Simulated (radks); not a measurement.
The copper ion Cu4+, 25 electrons, occupied as [Ar] 3d7. Calculated with a radial shooting solver on a logarithmic mesh with Libxc functionals: scalar-relativistic Kohn-Sham, PBE, spin-unpolarised, spherical densities, point nucleus.

Unscreened Slater integrals over Kohn-Sham orbitals (hartree).

| integral | value |
|---|---|
| F0(3d,3d) | 1.1419 |
| F2(3d,3d) | 0.53885 |
| F4(3d,3d) | 0.33734 |
| F0(3d,3p) | 1.1865 |
| F2(3d,3p) | 0.56775 |
| G1(3d,3p) | 0.69735 |
| G3(3d,3p) | 0.42732 |
| F0(3d,3s) | 1.2065 |
| G2(3d,3s) | 0.53249 |
| F0(3d,2p) | 1.5686 |
| F2(3d,2p) | 0.32072 |
| G1(3d,2p) | 0.24500 |
| G3(3d,2p) | 0.13933 |
| F0(3p,3p) | 1.2442 |
| F2(3p,3p) | 0.62384 |
| F0(3p,3s) | 1.2651 |
| G1(3p,3s) | 0.83855 |
| F0(3p,2p) | 1.6879 |
| F2(3p,2p) | 0.34211 |
| G0(3p,2p) | 0.13253 |
| G2(3p,2p) | 0.13974 |
| F0(3s,3s) | 1.2881 |
| F0(3s,2p) | 1.7134 |
| G1(3s,2p) | 0.14214 |
| F0(2p,2p) | 4.4233 |
| F2(2p,2p) | 2.0866 |

Derived for the open shells (J is the average intra-shell exchange parameter used in DFT+U). 3d: Racah B = F2/49 - 5 F4/441 = 0.007172 hartree, C = 35 F4/441 = 0.02677 hartree, C/B = 3.73, F4/F2 = 0.626, J = (F2 + F4)/14 = 0.06259 hartree.
